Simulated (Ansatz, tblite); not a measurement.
Removing an electron: [NbOF4]- (NbOF4⁻). The state is a singlet with charge -1. Geometry: r2SCAN-D4/def2-SVPD. Ansatz, gas phase; energy differences of separate SCF runs; the oxidised species was run as a doublet alone.

```xyz
6

Nb   -0.060   -0.026   -0.001
O    -1.643   -0.705   -0.027
F     1.118   -1.404   -0.681
F     0.673   -0.460    1.738
F    -0.267    1.770    0.695
F     0.179    0.825   -1.724
```

In the def2 sets Nb takes a core potential; there is no spin–orbit coupling. The xTB rows come from tblite. HOMO above LUMO, or a gap near zero within one spin, warns that the state may not be the lowest or that an electron is smeared out.

```csv
level,−HOMO (eV),vertical IE (eV),−LUMO (eV),HOMO–LUMO gap (eV),remarks
GFN2-xTB,8.47,11.89,4.69,3.78,–
PBE-D4/def2-TZVPD,3.19,6.52,-1.97,5.16,gap within one spin near zero (doublet)
r2SCAN-D4/def2-TZVPD,3.55,6.65,-2.06,5.62,–
```

**Question.** Estimate the rows for GFN1-xTB, PBE0-D4/def2-TZVPD.

**Answer.** 
| level | −HOMO (eV) | vertical IE (eV) | −LUMO (eV) | HOMO–LUMO gap (eV) |
| --- | --- | --- | --- | --- |
| GFN1-xTB | 7.60 | 10.78 | 4.53 | 3.06 |
| PBE0-D4/def2-TZVPD | 4.88 | 6.90 | -2.81 | 7.70 |

Relaxing the oxidised species (r2SCAN-D4/def2-SVPD) changes its energy by -0.84 eV at PBE-D4/def2-TZVPD, so the adiabatic ionisation energy to this nearest minimum is 5.68 eV. At PBE0-D4/def2-TZVPD it is 5.69 eV.    Raw xTB energy differences between charge states are shifted by several eV; the methods need an empirical correction for them.
